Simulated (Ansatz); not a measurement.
Cost and result for the atomization energy of `C=C(S)[CH2][GaH2]` (12 atoms, 11 bonds).

Cartesian coordinates in Å:
```
C 1.4170 0.5133 -1.1648
C 0.3394 0.5463 -0.3910
S 0.3904 1.1231 1.3115
C -1.0097 -0.0138 -0.6320
Ga -1.1571 -1.0648 1.0927
H 1.3463 0.0959 -2.1627
H 2.3831 0.8774 -0.8394
H 1.6434 0.7486 1.6171
H -1.7788 0.7646 -0.5955
H -1.0762 -0.5365 -1.5858
H -2.3830 -0.8335 2.0463
H -0.1148 -2.2208 1.3037
```

Total charge 0; spin multiplicity 1. Correlated methods include outer-core shells of Ga, which these sets cover unevenly. Scalar relativity is left out up to krypton. The structure was optimised at the PBE0-D4/def2-TZVP level. It is one conformer, not always the lowest. Program: Ansatz. All runs use 4 threads of an Arm Neoverse N1 on a shared host. Times are those of one run each, without the atoms' runs, and a repeat can differ threefold. Electronic energies, without spin–orbit coupling; frozen cores. CCSD(T)/CBS adds CCSD(T) − MP2 in def2-TZVPP to the MP2 limit, and its time is that of the two runs behind it. T1 = 0.013. With those shells the extrapolation isn't a true limit. B3LYP takes the VWN-RPA correlation (the form of Gaussian; ORCA's B3LYP/G).

CCSD(T)/CBS is a level of theory with its own doubt, some kJ/mol a heavy atom from the limit and from the frozen cores, so smaller differences don't rank the functionals.

```tsv
level	functions	wall time	atomization (kcal/mol)	difference from CCSD(T)/CBS	per bond
PBE-D4/def2-TZVPP (with forces)	281	6.5 s	1028.4	20.2	1.8
PBE0-D4/def2-TZVPP	281	8.5 s	1013.8	5.6	0.5
r2SCAN-D4/def2-TZVPP (with forces)	281	13 s	1013.9	5.7	0.5
B3LYP-D4/def2-TZVPP (with forces)	281	14 s	1004.1	-4.1	-0.4
B2PLYP/def2-TZVPP	281	16 s	993.5	-14.7	-1.3
ωB97X-V/def2-TZVPP	281	21 s	1009.9	1.7	0.2
ωB97M-V/def2-TZVPP (with forces)	281	31 s	1009.5	1.3	0.1
MP2/def2-QZVPP	540	75 s	1011.8	3.6	0.3
CCSD(T)/def2-TZVPP	281	10 min	986.0	-22.2	-2.0
CCSD(T)/CBS(def2)	–	11 min	1008.2	0.0	0.0
```

The D4 term adds +12.7 kcal/mol with B3LYP and +6.6 kcal/mol with PBE0; it sums over pairs of atoms, weighted by their polarisabilities, and B3LYP, whose exchange is more repulsive, gets the larger term. In def2-TZVPP, CCSD(T) changes the Hartree–Fock value by +253.9 kcal/mol (the triples alone add +16.7 kcal/mol) and MP2 by +266.7 kcal/mol; breaking electron pairs costs correlation energy, which Hartree–Fock lacks. From PBE to PBE0 (25 % exact exchange), in def2-TZVPP and without D4, the atomization energy moves by −13.3 kcal/mol: exact exchange takes away binding that semilocal exchange gives to molecules.
